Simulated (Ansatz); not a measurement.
A search over several starts for the lowest SCF solution of Cs₅ at the given spin, in a small basis.

```yaml
crystal:
  periodic: [false, false, false]
  atoms:
    - {symbol: Cs, position_ang: [-3.072168, 2.740352, 3.438849]}
    - {symbol: Cs, position_ang: [1.924076, -3.243653, -0.954511]}
    - {symbol: Cs, position_ang: [-0.441304, 2.069888, -0.822110]}
    - {symbol: Cs, position_ang: [-0.763521, -2.199765, 3.116497]}
    - {symbol: Cs, position_ang: [2.352927, 0.633168, -4.778736]}
basis:
  gaussian: {orbitals: def2-SVP}
magnetization: {spin_polarized: true, initial_magnetization: 1}
hamiltonian: {xc: pbe0}
output: {orbitals: {seedname: orbitals}}
```

```sh
$ ansatz run in.yaml --threads 4 --pin off --events-out ev --progress --plain --max-ram 3916MiB
```

Output, abridged:

```
Functional definition: PBE0
1270 factors; their error is unknown
mean field evaluation 1: about -2741.1726 eV, gradient 5.2e0 eV
mean field evaluation 2: about -2741.0614 eV, gradient 5.9e0 eV
mean field evaluation 4: about -2741.5824 eV, gradient 2.5e-1 eV
mean field evaluation 8: about -2741.6161 eV, gradient 8.2e-2 eV
mean field evaluation 16: about -2741.6177 eV, gradient 1.2e-3 eV
mean field evaluation 32: about -2741.1507 eV, gradient 2.5e0 eV
mean field evaluation 64: about -2740.8676 eV, gradient 3.7e-1 eV
mean field evaluation 96: about -2740.6293 eV, gradient 2.0e0 eV
mean field evaluation 128: about -2741.3982 eV, gradient 1.0e0 eV
mean field evaluation 160: about -2741.0325 eV, gradient 5.5e-1 eV
mean field -2741.61772400 eV, -100.7525930218 hartree, gradient 5.4e-6 eV, S^2 0.833112; 10 other end points of the search recorded, 0 dependent functions left out
reference -2741.61777191 eV, -100.7525947823 hartree; 23, 22 occupied and 97, 98 virtual orbitals, 1270 factors
Total energy: -2741.61777191 eV, -100.7525947823 hartree
```

Run time 52 s (4 threads of Arm Neoverse V1 on a shared host), peak host memory 0.63 GiB.

In the def2 sets Cs takes a core potential; there is no spin–orbit coupling. The charge 0 doublet is spin-contaminated (final ⟨S²⟩ up to 0.83, 0.75 for a pure state). The structure comes from a short search, and lower isomers may exist.
